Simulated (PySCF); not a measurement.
# Mayer bond orders and bond lengths

C6H18BN.
SMILES with atom numbers: `[BH3-:1][N@H+:2]([CH3:3])[CH:4]([CH2:5][CH3:6])[CH2:7][CH3:8]` (hydrogens: H9, H10, H11 on B1; H12 on N2; H13, H14, H15 on C3; H16 on C4; H17, H18 on C5; H19, H20, H21 on C6; H22, H23 on C7; H24, H25, H26 on C8)

Geometry (PBE0-D3(BJ)/def2-SVP, Å), atoms numbered from 1 in this order:
```
atom  x, y, z in Å
B1     2.099   -0.105   -1.349
N2     1.071    0.443   -0.206
C3     1.503    0.038    1.138
C4    -0.371    0.188   -0.500
C5    -1.293    1.073    0.338
C6    -1.021    2.566    0.230
C7    -0.709   -1.295   -0.390
C8    -1.971   -1.676   -1.149
H9     1.639    0.275   -2.421
H10    2.154   -1.325   -1.255
H11    3.174    0.423   -1.081
H12    1.193    1.455   -0.269
H13    0.866    0.469    1.924
H14    2.540    0.366    1.278
H15    1.484   -1.056    1.205
H16   -0.470    0.481   -1.558
H17   -2.322    0.868    0.005
H18   -1.261    0.754    1.395
H19   -1.798    3.147    0.747
H20   -1.004    2.896   -0.821
H21   -0.061    2.855    0.688
H22   -0.814   -1.575    0.672
H23    0.143   -1.863   -0.792
H24   -2.174   -2.752   -1.048
H25   -1.867   -1.457   -2.222
H26   -2.861   -1.142   -0.782
```

Bond orders from the PBE0/pcSseg-1 density (PySCF). One conformer (not necessarily the lowest) at the PBE0-D3(BJ)/def2-SVP geometry, without solvent, vibrations or thermal averaging.

(1) Where do the orders between heavy atoms depart from those drawn in the SMILES?

(2) Set the Mayer orders of the bonds between heavy atoms beside their lengths.

Results:

(1) The largest departure is 0.379, at B1–N2 (drawn single, 0.621). Drawn single, order below 0.88: B1–N2 (0.621). The SMILES, with its formal charges, is one Lewis structure only.

(2) 
```tsv
bond	drawn as	length (Å)	Mayer order
B1–N2	single	1.632	0.621
N2–C3	single	1.468	0.926
N2–C4	single	1.494	0.881
C4–C5	single	1.528	0.995
C5–C6	single	1.522	1.061
C4–C7	single	1.525	1.022
C7–C8	single	1.521	1.070
```

Bonds between the same two heavy elements. C–N: lowest N2–C4 (0.881, 1.494 Å), highest N2–C3 (0.926, 1.468 Å). C–C: lowest C4–C5 (0.995, 1.528 Å), highest C7–C8 (1.070, 1.521 Å).

Problem. And the bonds to hydrogen?

Solution. B–H: 0.97 to 0.98 (3 bonds); H–N: 0.89 (1 bond); C–H: 0.93 to 0.96 (14 bonds).

Problem. Sum the orders of all bonds at each heavy atom with more than one neighbour and set the sums beside the valence in the SMILES.

Solution. B1 3.535 (drawn 4), N2 3.321 (drawn 4), C3 3.789 (drawn 4), C4 3.827 (drawn 4), C5 3.930 (drawn 4), C6 3.938 (drawn 4), C7 3.955 (drawn 4), C8 3.957 (drawn 4). Orders between atoms that aren't bonded are not in these sums.

The Mayer order sums products of elements of PS (density times overlap matrix) between the two atoms' basis functions, so it depends on the basis set.

The run behind these numbers computed NMR shieldings as well. Time: 53 s wall; peak memory 1.1 GiB. Hardware: Arm Neoverse V2, one thread, shared host.
